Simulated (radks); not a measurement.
Values are calculated unless marked as measured or tabulated.
Question: The mean radii <r> (bohr) of the occupied orbitals of an atom or ion are listed with their occupations. Level of theory: non-relativistic Kohn-Sham, LB94 model potential, spin-polarised, spherical densities, point nucleus (a radial shooting solver on a logarithmic mesh with Libxc functionals).

| orbital | occ. | <r> |
|---|---|---|
| 1s down | 1 | 0.02437 |
| 1s up | 1 | 0.02438 |
| 2s up | 1 | 0.09967 |
| 2s down | 1 | 0.09979 |
| 2p up | 1 | 0.08374 |

Name the element and its charge. Open shells, if any, are filled with parallel spins first.

Answer: Z = 62, samarium, charge +57: Sm57+ in [He] 2s2 2p1. The 1s radius gives Z: for a bare nucleus <r> = 1.5/Z, 0.02419 bohr for Z = 62, and screening makes it slightly larger (0.02437 here). The occupations add up to 5, and the charge is Z minus that.
